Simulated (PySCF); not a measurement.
C5H4O2, SMILES C=C=C1OC=CO1.

Geometry: TPSSh-D3(BJ)/def2-SVP. This is a generated structure with no PubChem entry under its InChIKey; it may be hypothetical.

All values below come from r2SCAN/def2-TZVP in PySCF.

Symmetry labels are those of the subgroup C2v that the program uses (full group C2v).

List the valence orbital energies around the gap with their symmetry. (The exact figures need the calculation; the answer reports its results.)


```
orbital  symmetry  energy (eV)
-------  --------  -----------
HOMO−7         A1       -11.85
HOMO−6         B1       -10.99
HOMO−5         A1       -10.41
HOMO−4         B2        -9.72
HOMO−3         A2        -9.51
HOMO−2         B1        -7.34
HOMO−1         B2        -7.14
HOMO           B1        -4.64
LUMO           B2        -1.29
LUMO+1         A2        -0.45
LUMO+2         B1         0.48
LUMO+3         A1         1.54
```
